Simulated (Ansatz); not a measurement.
`[CH3][Sn][F]` + HBr → `[CH3][Sn][Br]` + H–F at 400 K and 1 bar (ligand exchange at the Sn–F bond).

Program: Ansatz. Geometries: PBE0-D4/def2-TZVP. ΔE: electronic, gas phase. CCSD(T)/CBS is the MP2 limit (def2-TZVPP, def2-QZVPP) plus CCSD(T) − MP2 in def2-TZVPP, frozen cores. This one scheme is used for every species. Elements past krypton have def2 core potentials. For Br, Sn outer-core shells are correlated without core-valence functions, which leaves a few kJ/mol of doubt a bond. Scalar relativity is left out up to krypton.

| species | CCSD(T)/CBS energy (Eh) | H − E (kJ/mol) | S (J/(mol·K)) |
| --- | --- | --- | --- |
| `[CH3][Sn][F]` | -353.71142 | 118.0 | 336.4 |
| HBr | -2573.91920 | 27.6 | 207.2 |
| `[CH3][Sn][Br]` | -2827.25518 | 117.3 | 355.8 |
| H–F | -100.39570 | 36.5 | 182.2 |

H − E and S are ideal-gas, rigid-rotor, harmonic terms from PBE0-D4/def2-TZVP. 1 Eh = 2625.50 kJ/mol, R = 8.31446 J/(mol·K).

By hand: ΔE, ΔH, ΔS and ΔG.

ΔE = (-2827.25518) + (-100.39570) − (-353.71142) − (-2573.91920) = -0.02026 Eh = -53.2 kJ/mol. Δ(H − E) = 117.3 + 36.5 − 118.0 − 27.6 = 8.2, so ΔH = -45.0 kJ/mol. ΔS = 355.8 + 182.2 − 336.4 − 207.2 = -5.6 J/(mol·K). ΔG = -45.0 − 400 × (-5.6)/1000 = -42.8 kJ/mol.

By hand: the equilibrium constant, and the temperature at which ΔG would vanish if ΔH and ΔS stayed fixed.

log₁₀ K = −ΔG/(RT ln 10) = 5.6. ΔG = 0 at ΔH/ΔS = 8036 K, far beyond where these terms or the molecules hold.

The number of gas molecules stays the same, so ΔS is small and ΔH decides. A doubt of 5 kJ/mol in ΔE shifts log₁₀ K by 0.7 here. Modes under 60 cm⁻¹, often nearly free rotors, make the harmonic entropy too high. These are equilibria of isolated gas molecules and say nothing of rates. Largest T1 diagnostic: 0.015 (customary marks: 0.02 for closed shells, 0.045 for open ones).
